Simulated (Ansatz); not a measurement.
How methods differ on AlH2Br (SMILES [AlH2][Br])

AlH2Br has 4 atoms, charge 0, and is taken as a singlet. As SMILES, `[AlH2][Br]`. The coordinates come from a PBE0-D4/def2-TZVP relaxation.

```xyz
4

Al   -0.1483   -0.0647   -0.1103
Br    1.6849    0.4966    1.0797
H    -0.5616   -1.5848   -0.1392
H    -0.9197    1.0927   -0.8504
```

Each level gives the energy change with the Al1–Br2 bond stretched from 2.256 to 2.821 Å (eV). The values are calculated.

| level | kind | program | value (eV) |
| --- | --- | --- | --- |
| BHLYP/STO-3G (restricted) | global hybrid | Ansatz | ? |
| PBE0/STO-3G (restricted) | global hybrid | Ansatz | ? |
| r2SCAN0/STO-3G (restricted) | hybrid meta-GGA | Ansatz | 2.12 |
| HSE06/STO-3G (restricted) | range-separated hybrid | Ansatz | 2.06 |
| RPA@PBE/STO-3G (restricted) | RPA | Ansatz | 1.90 |
| BCCD(T)/STO-3G (restricted) | coupled cluster or CI | Ansatz | 2.09 |
| CCSDT(Q)/STO-3G (restricted) | coupled cluster or CI | Ansatz | 2.09 |
| FCI/STO-3G | exact in the basis | Ansatz | 2.09 |

Question: Estimate what the levels marked ? give.

Answer: As computed at these levels: BHLYP/STO-3G (restricted): 2.14 eV; PBE0/STO-3G (restricted): 2.07 eV. All-electron rows without a relativistic Hamiltonian named are non-relativistic. The first shape isn't each level's own minimum. The values span 1.90 to 2.14 eV. All rows use very small basis sets, so even the best lies far from the true value. In the correlated wave-function rows the outer d shell of Br is correlated, in sets not made for it.
